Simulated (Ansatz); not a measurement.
Basis sets compared for Ge12Mo. The state is a singlet with charge 0. Geometry PBE-D4/def2-SVP. Ansatz on 2 threads of AMD EPYC 7R13 on a shared host and a share (18 GiB) of an NVIDIA H100 80GB HBM3; times are rough, and most runs start from earlier orbitals.

Cartesian coordinates in Å:
```
Mo 0.000 0.000 0.000
Ge -1.345 -1.295 -2.215
Ge -0.463 2.495 0.959
Ge 1.343 1.297 2.215
Ge 2.563 -0.378 0.806
Ge -1.003 2.280 -1.478
Ge -0.376 -0.539 2.632
Ge -2.564 0.379 -0.805
Ge 0.462 -2.495 -0.961
Ge 2.247 -0.806 -1.642
Ge 1.004 -2.282 1.476
Ge -2.245 0.805 1.644
Ge 0.378 0.538 -2.632
```

In the def2 sets Mo takes a core potential; there is no spin–orbit coupling. Single mean-field runs in def2-SVP, def2-TZVP are fitted with def2-universal-jkfit. The restricted singlet is unstable towards broken spin symmetry in Hartree–Fock (as tested in another run); at PBE-D4/def2-TZVP, PBE0-D4/def2-SVP, PBE0-D4/def2-TZVP this wasn't settled. No other spin state of charge 0 was run. Another isomer (singlet) lies 0.08 eV lower at PBE0-D4/def2-TZVP; other spin states weren't run for this one.

Binding counts from free atoms (Mo septet, Ge triplet) in the same basis, without a counterpoise term.

```
           level  functions  energy (Eh)  HOMO (eV)  LUMO (eV)  binding per atom (eV)  wall time
 PBE-D4/def2-SVP        415  -24985.9429      -5.49      -4.47                   3.66      4.4 s
PBE0-D4/def2-SVP        415  -24986.4713      -6.27      -3.54                   3.45      4.6 s
```

Problem. Estimate the rows for PBE-D4/def2-TZVP (with forces), PBE0-D4/def2-TZVP.

Solution. 
```json
{"level": "PBE-D4/def2-TZVP (with forces)", "functions": "616", "energy (Eh)": "-24989.1020", "HOMO (eV)": "-5.43", "LUMO (eV)": "-4.41", "binding per atom (eV)": "3.68", "wall time": "9.5 s"}
{"level": "PBE0-D4/def2-TZVP", "functions": "616", "energy (Eh)": "-24989.6258", "HOMO (eV)": "-6.15", "LUMO (eV)": "-3.46", "binding per atom (eV)": "3.47", "wall time": "8.5 s"}
```
